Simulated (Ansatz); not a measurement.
# Ligand exchange: SiH2(CH3)Cl + GeH3(NH2) → SiH2(CH3)(NH2) + GeH3Cl

Species: SiH2(CH3)Cl ((chlorosilyl)methane), singlet; GeH3(NH2), singlet; SiH2(CH3)(NH2), singlet; GeH3Cl (chlorogermane) `[Cl][GeH3]`, singlet. The partners trade Cl for NH2: Si–Cl and Ge–NH2 bonds give way to Si–NH2 and Ge–Cl.

Shapes, held fixed at every level: PBE0-D4/def2-TZVP. Flexible molecules stand in one conformer, not always the lowest. Programs: Ansatz 0.2.0. The zero-point and thermal change to 298 K, harmonic and unscaled (PBE0-D4/def2-TZVP), is -0.4 kJ/mol.

```csv
level,kind,ΔH(298 K) (kJ/mol),less CCSD(T)/def2-TZVPP
HF/def2-TZVPP,Hartree–Fock,-26.3,-8.9
r2SCAN-D4/def2-TZVPP,meta-GGA,-19.3,-1.9
PBE0-D4/def2-TZVPP,global hybrid,-19.6,-2.2
wB97X-V/def2-TZVPP,range-separated hybrid,-19.6,-2.2
CCSD(T)/def2-SVP,coupled cluster or CI,-14.0,+3.4
CCSD/def2-SVP,coupled cluster or CI,-15.1,+2.3
CCSD/def2-TZVPP,coupled cluster or CI,-18.7,-1.3
CCSD(T)/def2-TZVPP,coupled cluster or CI,-17.4,0.0
```

The highest level, CCSD(T)/def2-TZVPP, gives ΔH(298 K) = -17.4 kJ/mol; the levels span -26.3 to -14.0. The column of differences is taken from that level and isn't an error. No measured value is set beside it here. Relativity is left out for Ge. Outer-core shells of Ge are correlated, in sets that cover them unevenly.
